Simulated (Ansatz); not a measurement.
C$_{2}$H$_{5}$BO$_{2}$, SMILES `OC1(O)BC1`. Total charge 0; spin multiplicity 1. The geometry is a stationary point of PBE0-D4/def2-TZVP. It is one conformer, not always the lowest.

```xyz
10

O    -0.754    1.285   -0.747
C    -0.362    0.101   -0.155
O    -1.031   -1.039   -0.612
B     0.167    0.011    1.287
C     1.112   -0.166    0.089
H    -0.468    1.264   -1.669
H    -1.953   -0.959   -0.344
H    -0.013   -0.057    2.455
H     1.753    0.686   -0.133
H     1.549   -1.127   -0.172
```

(1) What is the dipole moment at r2SCAN/def2-TZVPP? (An estimate is asked.)

(2) And with PBE, B3LYP, ωB97M-V? (Estimate.)

(3) Give the Mulliken charges with r2SCAN, PBE, B3LYP in def2-TZVPP. (An estimate is asked.)

## Answers

(1) The calculation gave: 0.35 D, with components (0.15, 0.00, -0.32) D in this frame, pointing from negative to positive charge.

(2) Ansatz gave: PBE 0.41 D, B3LYP 0.26 D, ωB97M-V 0.26 D.

(3) The calculation gave: 
```
atom  r2SCAN    PBE  B3LYP
  O1   -0.34  -0.27  -0.32
  C2    0.28   0.19   0.25
  O3   -0.33  -0.26  -0.31
  B4   -0.01  -0.06  -0.04
  C5   -0.23  -0.23  -0.27
  H6    0.20   0.18   0.18
  H7    0.21   0.20   0.20
  H8    0.05   0.05   0.08
  H9    0.10   0.11   0.12
 H10    0.08   0.10   0.11
```

B3LYP here is the variant with VWN-RPA as its local correlation; programs differ in this.
